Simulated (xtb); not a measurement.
C3H9BO2, SMILES COB(C)CO. All values are semi-empirical tight-binding results from xtb (GFN2-xTB unless named), good for trends rather than for accurate numbers. Coordinates come from a GFN2-xTB optimisation. This is a generated structure with no PubChem entry under its InChIKey; it may be hypothetical. Other conformers were not sampled.

- orbital gap = 5.66 eV
- dipole moment = 1.61 D
- zero-point energy = 76.5 kcal/mol
- G − E(el) at 298.15 K (modified RRHO) = 55.7 kcal/mol
- static polarisability (D4 model) = 60.5 bohr³
- solvation energy, GFN2-xTB/ALPB(water) = -5.2 kcal/mol
- solvation energy, GFN2-xTB/ALPB(chcl3) = -6.9 kcal/mol

Computed IR lines (harmonic; lines under 4 % of the strongest left out, lines within 3 cm⁻¹ merged):
ν (cm⁻¹): 183 (w), 314 (s), 381 (w), 397 (m), 908 (m), 1020 (m), 1070 (m), 1116 (s), 1157 (m), 1193 (m), 1211 (w), 1314 (vs), 1354 (m), 1383 (m), 1411 (w), 1470 (w), 2851 (m), 2888 (m), 2953 (m), 2963 (w), 2995 (w), 3003 (m), 3015 (w), 3077 (w) (against the strongest line: vs over 80 %, s over 45 %, m over 15 %, w over 4 %, vw less)
